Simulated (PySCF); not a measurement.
BrPb, doublet, geometry from GFN2-xTB (such geometries of metal compounds can be far from the true shape) (the spin is typed, not shown lowest) (core potentials on Pb). Base run: DF-PBE/def2-TZVP (PySCF).

Input for PySCF:
```python
from pyscf import gto, scf, dft

mol = gto.Mole()
mol.atom = '''
    Pb   -0.00000000   -0.00000000   -0.78589737
    Br    0.00000000    0.00000000    1.84124527
'''
mol.basis = 'def2-tzvp'
mol.ecp = {'Pb': 'def2-tzvp'}
mol.spin = 1
mol.verbose = 4
mol.build()

mf = dft.UKS(mol)
mf.xc = 'pbe'
mf = mf.density_fit(auxbasis='def2-universal-jkfit')
mf.kernel()
```

The base run was repeated with changes; each row names its change, and settings that it needs were set with it.

| change | basis functions | E (Eh) | HOMO (eV) | dipole (D) | outcome |
|---|---|---|---|---|---|
| base | 98 | -2766.71853 | -3.92 | 3.25 | converged |
| basis = x2c-SVPall; relativity = spin-free X2C (without mol.ecp = {'Pb': 'def2-tzvp'}; without mf = mf.density_fit(auxbasis='def2-universal-jkfit')) | 94 | -23494.55314 | -3.80 | 2.99 | converged |
| basis = x2c-TZVPall; relativity = spin-free X2C (without mol.ecp = {'Pb': 'def2-tzvp'}; without mf = mf.density_fit(auxbasis='def2-universal-jkfit')) | 131 | -23496.25743 | -3.90 | 3.16 | converged |
| basis = jorge-DZP-DKH; relativity = spin-free X2C; nucleus = Gaussian (with mol.nucmod = 'G'; without mol.ecp = {'Pb': 'def2-tzvp'}; without mf = mf.density_fit(auxbasis='def2-universal-jkfit')) | 106 | -23478.75024 | -3.79 | 3.35 | converged |
| basis = jorge-DZP-DKH; relativity = none (without mol.ecp = {'Pb': 'def2-tzvp'}; without mf = mf.density_fit(auxbasis='def2-universal-jkfit')) | 106 | - | - | - | not converged |
| basis = x2c-SVPall; relativity = spin-free X2C; nucleus = Gaussian (with mol.nucmod = 'G'; without mol.ecp = {'Pb': 'def2-tzvp'}; without mf = mf.density_fit(auxbasis='def2-universal-jkfit')) | 94 | -23490.29952 | -3.80 | 2.99 | converged |
| basis = jorge-DZP-DKH; relativity = spin-free X2C (without mol.ecp = {'Pb': 'def2-tzvp'}; without mf = mf.density_fit(auxbasis='def2-universal-jkfit')) | 106 | -23482.45422 | -3.79 | 3.35 | converged |
| basis = x2c-TZVPall; relativity = spin-free X2C; nucleus = Gaussian (with mol.nucmod = 'G'; without mol.ecp = {'Pb': 'def2-tzvp'}; without mf = mf.density_fit(auxbasis='def2-universal-jkfit')) | 131 | -23491.93787 | -3.90 | 3.16 | converged |
| basis = x2c-SVPall; relativity = none (without mol.ecp = {'Pb': 'def2-tzvp'}; without mf = mf.density_fit(auxbasis='def2-universal-jkfit')) | 94 | - | - | - | not converged |
| basis = x2c-TZVPall; relativity = none (without mol.ecp = {'Pb': 'def2-tzvp'}; without mf = mf.density_fit(auxbasis='def2-universal-jkfit')) | 131 | -21245.48433 | -3.95 | 2.21 | converged |

Totals shift with the method and basis; they matter in differences.

Open shells are given as the SCF converged; they aren't shown to be the lowest states, and a large step between rows can be another state.

Basis sets contracted for a relativistic Hamiltonian are a mismatch without it, so the rows without relativity aren't non-relativistic limits. No row has spin-orbit coupling; sets with core potentials leave out the core electrons.
